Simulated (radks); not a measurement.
All-electron atom: I in [Kr] 4d10 5s2 5p5.

Calculated with a radial shooting solver on a logarithmic mesh with Libxc functionals: scalar-relativistic Kohn-Sham, LDA (Slater exchange, VWN5 correlation), spin-polarised, spherical densities, point nucleus; open shells are filled with parallel spins first (spin-orbit coupling, left out, can overturn this in heavy ions).

Energy parts (eV):
| part | energy |
|---|---|
| total | -193490.328 |
| kinetic | 203050.300 |
| electron-nucleus | -468335.789 |
| Hartree | 76562.840 |
| exchange-correlation | -4767.678 |

Orbitals (lengths in bohr, moments of r in powers of bohr):
1s up: occ. 1; eigenvalue (eV) -32948.34; <r^2> 0.001006; <r^4> 2.649e-06
1s down: occ. 1; eigenvalue (eV) -32948.30; <r^2> 0.001006; <r^4> 2.649e-06
2s up: occ. 1; eigenvalue (eV) -5091.602; <r^2> 0.01622; <r^4> 0.0004515
2s down: occ. 1; eigenvalue (eV) -5091.584; <r^2> 0.01622; <r^4> 0.0004515
2p up: occ. 3; eigenvalue (eV) -4572.465; <r^2> 0.01283; <r^4> 0.0003260
2p down: occ. 3; eigenvalue (eV) -4572.438; <r^2> 0.01283; <r^4> 0.0003260
3s up: occ. 1; eigenvalue (eV) -1027.151; <r^2> 0.1131; <r^4> 0.01945
3s down: occ. 1; eigenvalue (eV) -1027.120; <r^2> 0.1131; <r^4> 0.01944
3p up: occ. 3; eigenvalue (eV) -858.9080; <r^2> 0.1133; <r^4> 0.02040
3p down: occ. 3; eigenvalue (eV) -858.8748; <r^2> 0.1133; <r^4> 0.02040
3d up: occ. 5; eigenvalue (eV) -606.2133; <r^2> 0.09872; <r^4> 0.01779
3d down: occ. 5; eigenvalue (eV) -606.1822; <r^2> 0.09872; <r^4> 0.01779
4s up: occ. 1; eigenvalue (eV) -180.1794; <r^2> 0.6193; <r^4> 0.5659
4s down: occ. 1; eigenvalue (eV) -180.1131; <r^2> 0.6191; <r^4> 0.5654
4p up: occ. 3; eigenvalue (eV) -127.3606; <r^2> 0.7162; <r^4> 0.7837
4p down: occ. 3; eigenvalue (eV) -127.2869; <r^2> 0.7157; <r^4> 0.7820
4d up: occ. 5; eigenvalue (eV) -50.3785; <r^2> 0.9991; <r^4> 1.725
4d down: occ. 5; eigenvalue (eV) -50.2611; <r^2> 0.9956; <r^4> 1.709
5s up: occ. 1; eigenvalue (eV) -17.9020; <r^2> 4.348; <r^4> 29.40
5s down: occ. 1; eigenvalue (eV) -17.3653; <r^2> 4.352; <r^4> 29.61
5p up: occ. 3; eigenvalue (eV) -7.4823; <r^2> 6.997; <r^4> 83.11
5p down: occ. 2; eigenvalue (eV) -6.9592; <r^2> 7.141; <r^4> 87.88

The highest occupied level is 5p down at -6.959 eV. For comparison, the ionisation energy in NIST's Atomic Spectra Database is 10.451 eV (measured). In exact Kohn-Sham theory the highest level is minus the ionisation energy, but local and semilocal functionals leave it too shallow, through self-interaction and a potential that decays too fast; potentials with the right tail come closer. The density falls to 0.001 e/bohr^3 at r = 4.52 bohr.
